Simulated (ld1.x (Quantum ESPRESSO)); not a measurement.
## Transferability test, TM potential for iron (Fe)

Fe, norm-conserving Troullier–Martins (Kleinman–Bylander form), made with ld1.x (Quantum ESPRESSO) 7.5 (PBE, scalar-relativistic). Core [Ne] 3s2, reference 3p6 3d6 4s1 4p0 (charge +1). Waves: 4s (bound): rc 1.65 bohr; 3p (bound): rc 1.15 bohr; 3d (bound): rc 1.60 bohr. Local part: the d channel. Core correction: none.

Energies are relative to the spin-unpolarised reference configuration 3p6 3d6 4s1 4p0; without spin polarisation the order of configurations can differ from experiment.

```
valence configuration  charge  ΔE all-electron (eV)  error AE − PS (meV)
      3p6 3d6 4s2 4p0       0                -8.729                 +3.6
      3p6 3d5 4s0 4p0      +3                50.426                  -13
      3p6 3d6 4s0 4p1      +1                 5.054                 -274
      3p6 3d5 4s2 4p0      +1                 5.478                  -26
      3p6 3d7 4s0 4p0      +1                -2.093                  -49
```

(1) What are ΔE and the potential's error for 3p6 3d6 4s0 4p0?

(2) What are ΔE and the potential's error for 3p6 3d6 4s0 4p2?

Note: ghost state, extra bound levels that the all-electron valence spectrum of the same l lacks: s at -135.4 eV. A true bound ghost makes a file unfit for plane-wave use.

Results:

(1) ΔE = 16.203 eV all-electron; the error (AE − PS) is +3.6 meV.

(2) ΔE = -0.274 eV all-electron; the error (AE − PS) is -368 meV.
